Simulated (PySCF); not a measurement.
# Two-component Hartree-Fock for Tb⁻ (terbium, charge -1)

Start: [Xe] 4f9 6s2 6p1; 4f5/2 filled at m_j = -5/2, -3/2, -1/2, +1/2, +3/2, +5/2; 4f7/2 filled at m_j = +3/2, +5/2, +7/2; 6p1/2 filled at m_j = -1/2. Calculated with PySCF 2.14 in x2c-TZVPall-2c with one added diffuse shell each of s, p, d, f type (12s12p11d5f1g, 147 functions): generalised Hartree-Fock with the X2C-1e Hamiltonian and a Gaussian nucleus; one run each with spin-orbit coupling (SO) switched off, then screened by Boettger's factors.

| spinor shell | electrons | ε, spin-free (eV) | ε, screened SO (eV) | weight of nominal j (screened SO) | rms radius, screened SO (bohr) |
| --- | --- | --- | --- | --- | --- |
| 1s1/2 | 2 | -52253.3 | -52242.9 | 1.000 | 0.0245 |
| 2s1/2 | 2 | -8782.0 | -8778.8 | 1.000 | 0.0989 |
| 2p1/2 | 2 | -7798.5 | -8325.3 | 1.000 | 0.0846 |
| 2p3/2 | 4 | -7798.5 | -7573.9 | 1.000 | 0.0911 |
| 3s1/2 | 2 | -1996.7 | -1995.6 | 1.000 | 0.255 |
| 3p1/2 | 2 | -1687.3 | -1798.3 | 1.000 | 0.246 |
| 3d3/2 | 4 | -1282.6 | -1303.2 | 0.998 | 0.232 |
| 3d5/2 | 6 | -1282.6 | -1267.8 | 0.999 | 0.236 |
| 4s1/2 | 2 | -416.75 | -416.38 | 1.000 | 0.576 |
| 4p1/2 | 2 | -312.32 | -338.44 | 0.986 | 0.592 |
| 4p3/2 | 4 | -312.32 | -300.77 | 0.993 | 0.621 |
| 4d3/2 | 4 | -165.79 | -173.92 | 0.790 | 0.671 |
| 4d5/2 | 6 | -165.79 | -160.03 | 0.860 | 0.678 |
| 5s1/2 | 2 | -55.146 | -55.042 | 1.000 | 1.44 |
| 5p1/2 | 2 | -27.942 | -31.694 | 0.940 | 1.62 |
| 5p3/2 | 4 | -27.942 | -26.230 | 0.970 | 1.74 |
| 4f5/2 | 6 | -10.963 | -10.522 | 0.722 | 0.986 |
| 4f7/2 | 3 | -10.963 | -11.518 | 0.806 | 0.970 |
| 6s1/2 | 2 | -2.081 | -2.047 | 0.992 | 5.21 |
| 6p1/2 | 1 | 0.179 | 0.150 | 0.492 | 9.62 |

Task: Where does 3p3/2 lie, and what is the 3p spin-orbit splitting (screened SO)?

Result: At -1639.2 eV, 159.06 eV above 3p1/2.

```csv
quantity,spin-free,screened SO
E (hartree),-11700.63919,-11708.75168
M_J,7,7
⟨J²⟩,58.116,58.744
⟨L²⟩,22.076,22.886
⟨S²⟩,12.040,11.742
```

The configuration of this anion was assumed by filling the next shell in order. It is not the known or likely ground configuration (Ca⁻, Sr⁻ and Ba⁻, for instance, bind a p electron), so these values are not the electron affinity of the element. At GHF the highest occupied level has a positive energy, so only the finite basis holds that electron. The determinant has a definite M_J but mixes levels of different J.

Each row is a mean over spinors that exchange with the open shell spreads, by up to 15.206 eV (4d5/2).

Rows whose weight is well below 1 are mixtures of j = l ± 1/2: exchange outweighs spin-orbit coupling there, and the label is only the starting occupation.

Breit and QED terms are absent; they matter most for the inner s and p1/2 levels.

Densities and radii are taken from the X2C orbitals without a picture-change correction, which distorts them close to the nucleus.

Without spin-orbit coupling the j labels of p, d and f shells carry no meaning; the spin-free column gives the mean over the occupied spinors of each nl shell, and its ⟨J²⟩ belongs to a mixture of degenerate components.
